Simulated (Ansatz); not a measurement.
**Br2, singlet: energies of several shapes or isomers**

Program: Ansatz, Gaussian basis, development build. Basis cc-pwCVTZ-PP, scalar-relativistic core potentials (10 electrons on Br), no spin–orbit coupling, 8 orbitals frozen in the corrections; active space CAS(14,8). Restricted Hartree–Fock, then the lowest state-specific CASSCF solution met for each case. Coupled cluster stands on the determinant that it favours, not always the lowest RHF. On stretched bonds single-reference methods can fail or change state. Solutions in different active orbitals can move differences by tenths of an eV and at times more than 1 eV.

Case A: bond length 2.6232 Å.

Case B: bond length 2.2810 Å.

Energy less that of case A, in eV:

```
case  RHF/ROHF  CASSCF  CCSD(T)
   B    -0.715  -0.311   -0.500
```

Give the SC-NEVPT2 energies against case A.

B: -0.553 eV (-12.8 kcal/mol).
